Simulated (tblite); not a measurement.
Start geometry of `O=COC([SiH3])([SiH3])CCF` from a force field or distance geometry (Å):
```
atom  x, y, z in Å
O1    -0.0946    2.3954   -1.4243
C2    -0.3489    2.4304   -0.2392
O3    -0.4450    1.3536    0.5995
C4    -0.3319    0.0021    0.0467
Si5   -0.8063   -1.3424    1.4674
Si6   -1.7579   -0.5583   -1.2005
C7     1.0889   -0.2669   -0.5465
C8     2.2510    0.1651    0.3529
F9     2.2963   -0.6412    1.4463
H10   -0.5008    3.3459    0.3587
H11   -0.0100   -1.0677    2.6796
H12   -2.2399   -1.2142    1.8492
H13   -0.5224   -2.7162    0.9868
H14   -1.6075    0.1837   -2.4772
H15   -3.0961   -0.2384   -0.6298
H16   -1.6417   -2.0030   -1.5131
H17    1.1934    0.2748   -1.4875
H18    1.2080   -1.3402   -0.7833
H19    3.1948    0.0480   -0.1747
H20    2.1653    1.2000    0.6862
```

Problem. What comes out of this run: tblite 0.8.0, GFN2-xTB geometry optimisation, gas phase?

Solution. 
```
atom  x, y, z in Å
O1    -1.865    2.001   -0.856
C2    -0.988    2.227   -0.058
O3    -0.121    1.388    0.396
C4    -0.202   -0.004   -0.053
Si5   -0.636   -0.942    1.569
Si6   -1.519   -0.283   -1.445
C7     1.176   -0.342   -0.612
C8     2.301   -0.274    0.410
F9     2.220   -1.342    1.276
H10   -0.839    3.226    0.386
H11    0.166   -0.397    2.662
H12   -2.041   -0.625    1.843
H13   -0.440   -2.369    1.359
H14   -1.163    0.423   -2.670
H15   -2.892   -0.257   -0.968
H16   -1.246   -1.709   -1.745
H17    1.421    0.348   -1.425
H18    1.143   -1.352   -1.023
H19    3.283   -0.339   -0.069
H20    2.237    0.632    1.020
```

The energy falls by 0.710 eV over 170 L-BFGS steps, the largest force on an atom goes from 1.70 to 0.009 eV/Å, and the atoms move by 0.638 Å rms after alignment. The bond that changes most is C4–Si5 (sp3 carbon bound to oxygen to SiH3 silicon), which shortens by 0.089 Å. Bonds longer at the end by more than 0.005 Å: 2 of 19; shorter: 12. Among the angles that change most is Si5–C4–Si6, from 94.9° to 112.5°. Among the dihedrals that turn most is C2–O3–C4–Si6, from -65° to 7°. Rotational constants go from 1196, 1018, 705.6 to 1737, 792.3, 763.4 MHz. The orientation of the end geometry is arbitrary; only internal coordinates are fixed.

Time: 1.4 s wall. Hardware: Arm Neoverse V2, one thread (shared host).

Its GFN2-xTB frequencies are all real (lowest 22 cm⁻¹). One conformer, not necessarily the lowest. 3 starts were optimised and ended at 0.00, 1.07 and 1.97 kcal/mol (GFN2-xTB); the lowest of these is shown.

The numbers are calculated, not measured.
